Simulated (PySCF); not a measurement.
B(OH) (BHO), SMILES [B]O (connectivity only; charge and spin as stated), neutral, multiplicity 1. Geometry optimised at PBE0-D3(BJ)/def2-TZVPD. A frequency run showed that this geometry is not a minimum.

TDA-LC-ωPBE/def2-TZVPD in PySCF puts the lowest singlet excitations at 6.43, 6.43, 6.83, 7.74, 8.38, 8.38 eV and the lowest triplet (TDA) at 3.31 eV.

### Question
What are the lowest singlet roots from PySCF with EOM-CCSD/aug-cc-pVDZ? (An estimate is asked for; the answer gives what the named calculation found.)

### Answer
6.15, 6.34, 6.34, 7.62, 7.94, 7.94 eV; triplets 3.76, 3.76, 5.90 eV. S1 differs by -0.27 eV (second minus first; roots are paired by order, and the bases may differ).
